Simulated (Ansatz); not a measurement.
Input file for Ansatz (an electronic-structure program): R-B3LYP-D3(BJ)/def2-TZVP on H2O3Si (SMILES O=[Si](O)O).

Ansatz 0.2 input:
```yaml
crystal:
  periodic: [false, false, false]
  atoms:
    - {symbol: O, position_ang: [-1.29800000, -0.36490000, -0.10240000]}
    - {symbol: Si, position_ang: [-0.07390000, 0.65290000, 0.13680000]}
    - {symbol: O, position_ang: [1.34930000, -0.08810000, 0.00750000]}
    - {symbol: O, position_ang: [-0.23900000, 2.11080000, 0.44200000]}
    - {symbol: H, position_ang: [-1.21210000, -1.29580000, -0.29770000]}
    - {symbol: H, position_ang: [1.47380000, -1.01500000, -0.18620000]}
basis:
  gaussian:
    orbitals: def2-TZVP
hamiltonian:
  xc: b3lyp
  dispersion: d3bj
relax: {f_tol: 0.004, max_steps: 120}
scf: {lower_state_search: off}
```

The log:

```
WARN ansatz: RAYON_NUM_THREADS=4 ignored (pool sized by the plan → 4); use --threads N
Functional definition: B3LYP
these checks for a lower state are left out or cut short: stability, starts, cluster_reference, orbital_swaps, neighbouring_geometries, increment
integrals: 0.05 GiB planned
802 factors; their error is unknown
mean field: 0.50 GiB planned
mean field evaluation 1: about -14042.2215 eV, gradient 9.9e1 eV
mean field evaluation 2: about -13979.0153 eV, gradient 1.9e2 eV
mean field evaluation 4: about -14057.3941 eV, gradient 1.2e1 eV
mean field evaluation 8: about -14057.5863 eV, gradient 1.3e-1 eV
mean field evaluation 16: about -14057.6230 eV, gradient 3.8e-3 eV
mean field -14057.62303080 eV, -516.6081177829 hartree, gradient 5.3e-6 eV, S^2 0.000000; 0 other end points of the search recorded, 0 dependent functions left out
the calculation of the forces begins
reference -14057.62323749 eV, -516.6081253785 hartree; 20, 20 occupied and 122, 122 virtual orbitals, 802 factors
relax step   1: F+E_penalty+E_count = -14057.79893349 eV  Δ(F+E_penalty+E_count) = +0.000e0 eV  max|allowed force component| = 6.629e-1 eV/Å  Δτ_max = 0.0000 Å  (17 SCF iters, accepted)
these checks for a lower state are left out or cut short: stability, starts, cluster_reference, orbital_swaps, neighbouring_geometries, increment
integrals: 0.05 GiB planned
802 factors; their error is unknown
mean field: 0.50 GiB planned
mean field -14057.63044505 eV, -516.6083902515 hartree, gradient 1.2e-6 eV, S^2 0.000000; 0 other end points of the search recorded, 0 dependent functions left out
the calculation of the forces begins
reference -14057.63065220 eV, -516.6083978642 hartree; 20, 20 occupied and 122, 122 virtual orbitals, 802 factors
relax step   2: F+E_penalty+E_count = -14057.80617461 eV  Δ(F+E_penalty+E_count) = -7.241e-3 eV  max|allowed force component| = 3.151e-1 eV/Å  Δτ_max = 0.0060 Å  (22 SCF iters, accepted)
these checks for a lower state are left out or cut short: stability, starts, cluster_reference, orbital_swaps, neighbouring_geometries, increment
integrals: 0.05 GiB planned
802 factors; their error is unknown
mean field: 0.50 GiB planned
mean field evaluation 32: about -14057.6360 eV, gradient 3.8e-3 eV
mean field -14057.63596342 eV, -516.6085930479 hartree, gradient 1.2e-6 eV, S^2 0.000000; 0 other end points of the search recorded, 0 dependent functions left out
the calculation of the forces begins
reference -14057.63617109 eV, -516.6086006796 hartree; 20, 20 occupied and 122, 122 virtual orbitals, 802 factors
relax step   3: F+E_penalty+E_count = -14057.81153951 eV  Δ(F+E_penalty+E_count) = -5.365e-3 eV  max|allowed force component| = 9.552e-2 eV/Å  Δτ_max = 0.0095 Å  (22 SCF iters, accepted)
these checks for a lower state are left out or cut short: stability, starts, cluster_reference, orbital_swaps, neighbouring_geometries, increment
integrals: 0.05 GiB planned
802 factors; their error is unknown
mean field: 0.50 GiB planned
mean field -14057.63722007 eV, -516.6086392289 hartree, gradient 1.2e-6 eV, S^2 0.000000; 0 other end points of the search recorded, 0 dependent functions left out
the calculation of the forces begins
reference -14057.63742780 eV, -516.6086468629 hartree; 20, 20 occupied and 122, 122 virtual orbitals, 802 factors
relax step   4: F+E_penalty+E_count = -14057.81291022 eV  Δ(F+E_penalty+E_count) = -1.371e-3 eV  max|allowed force component| = 1.122e-1 eV/Å  Δτ_max = 0.0123 Å  (21 SCF iters, accepted)
these checks for a lower state are left out or cut short: stability, starts, cluster_reference, orbital_swaps, neighbouring_geometries, increment
integrals: 0.05 GiB planned
802 factors; their error is unknown
mean field: 0.50 GiB planned
mean field -14057.63773464 eV, -516.6086581389 hartree, gradient 1.2e-6 eV, S^2 0.000000; 0 other end points of the search recorded, 0 dependent functions left out
the calculation of the forces begins
reference -14057.63794228 eV, -516.6086657697 hartree; 20, 20 occupied and 122, 122 virtual orbitals, 802 factors
relax step   5: F+E_penalty+E_count = -14057.81365615 eV  Δ(F+E_penalty+E_count) = -7.459e-4 eV  max|allowed force component| = 3.823e-2 eV/Å  Δτ_max = 0.0186 Å  (22 SCF iters, accepted)
these checks for a lower state are left out or cut short: stability, starts, cluster_reference, orbital_swaps, neighbouring_geometries, increment
integrals: 0.05 GiB planned
802 factors; their error is unknown
mean field: 0.50 GiB planned
mean field -14057.63776597 eV, -516.6086592904 hartree, gradient 1.2e-6 eV, S^2 0.000000; 0 other end points of the search recorded, 0 dependent functions left out
the calculation of the forces begins
reference -14057.63797356 eV, -516.6086669190 hartree; 20, 20 occupied and 122, 122 virtual orbitals, 802 factors
relax step   6: F+E_penalty+E_count = -14057.81372142 eV  Δ(F+E_penalty+E_count) = -6.527e-5 eV  max|allowed force component| = 9.608e-3 eV/Å  Δτ_max = 0.0025 Å  (22 SCF iters, accepted)
these checks for a lower state are left out or cut short: stability, starts, cluster_reference, orbital_swaps, neighbouring_geometries, increment
integrals: 0.05 GiB planned
802 factors; their error is unknown
mean field: 0.50 GiB planned
mean field -14057.63776609 eV, -516.6086592946 hartree, gradient 1.2e-6 eV, S^2 0.000000; 0 other end points of the search recorded, 0 dependent functions left out
the calculation of the forces begins
reference -14057.63797368 eV, -516.6086669234 hartree; 20, 20 occupied and 122, 122 virtual orbitals, 802 factors
relax step   7: F+E_penalty+E_count = -14057.81372293 eV  Δ(F+E_penalty+E_count) = -1.511e-6 eV  max|allowed force component| = 2.294e-4 eV/Å  Δτ_max = 0.0002 Å  (23 SCF iters, accepted)
Total energy: -14057.81393052 eV, -516.6151332181 hartree
Atom 0 at    -1.310294    -0.367481    -0.103144 Å, force    -0.000012    -0.000173    -0.000051 eV/Å
Atom 1 at    -0.074163     0.655045     0.137189 Å, force     0.000028    -0.000195    -0.000109 eV/Å
Atom 2 at     1.361911    -0.088112     0.007784 Å, force     0.000054    -0.000162    -0.000047 eV/Å
Atom 3 at    -0.240466     2.123657     0.444705 Å, force    -0.000028     0.000229     0.000093 eV/Å
Atom 4 at    -1.168681    -1.297540    -0.297243 Å, force    -0.000022     0.000150     0.000056 eV/Å
Atom 5 at     1.431793    -1.025670    -0.189291 Å, force    -0.000021     0.000151     0.000056 eV/Å
Dipole moment:     0.149682    -1.321808    -0.276811 e Å
Checks for a lower state left out: stability, starts, cluster_reference, orbital_swaps, neighbouring_geometries, increment
```

Self-consistency was reached.

Cost: around 12 core-seconds (rough).
